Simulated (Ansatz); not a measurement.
HfB₁₂, relaxed as a singlet with RKS PBE-D4/def2-SVP in Ansatz, starting from the GFN2-xTB geometry. Force threshold 0.03 eV/Å.

In the def2 sets Hf takes a core potential; there is no spin–orbit coupling. The relaxation made no stability test and no search for a lower SCF solution. No other spin state of charge 0 was run. Another isomer (singlet) lies 2.99 eV lower at PBE0-D4/def2-TZVP; other spin states weren't run for this one.

Start:

```xyz
13

Hf    1.136   -1.517    0.089
B     1.786   -0.026   -1.415
B     0.462   -0.611   -1.920
B     1.717    0.882   -0.157
B    -1.629    0.805   -1.058
B     0.466    1.771    0.372
B    -1.084   -0.590   -1.463
B    -0.579    1.051    1.430
B    -0.769   -1.793    1.184
B     1.001    0.521    1.338
B    -0.266   -0.485    1.853
B    -1.126   -1.710   -0.304
B    -1.115    1.701    0.051
```

Q: Estimate the energy that the relaxation releases and the steps that it takes.

A: 224.2 kJ/mol, in 12 steps; 41 s on 4 threads of Arm Neoverse V2 on a shared host. No frequencies were taken in this run, so the end may be a saddle point.

Q: Does the start keep its bonding and symmetry?

A: Bonds lost: Hf1–B7 (atoms count from 1). Bonds formed: B3–B12 (atoms count from 1). Point group Cs at the start, Cs at the end, both within 0.05 Å.

Q: Predict the relaxed structure.

A: 
```tsv
atom	x (Å)	y (Å)	z (Å)
Hf1	1.615	-1.548	0.538
B2	1.803	-0.403	-1.364
B3	0.218	-0.452	-1.551
B4	1.480	0.776	-0.371
B5	-1.633	0.792	-1.070
B6	0.499	1.837	0.438
B7	-1.383	-0.579	-1.752
B8	-0.554	1.112	1.507
B9	-0.519	-2.003	0.996
B10	0.990	0.519	1.326
B11	-0.428	-0.539	1.567
B12	-0.964	-1.268	-0.350
B13	-1.124	1.758	0.086
```
Bond lengths: 18 × B–B 1.55 to 1.87 Å; 7 × B–Hf 2.23 to 2.74 Å.
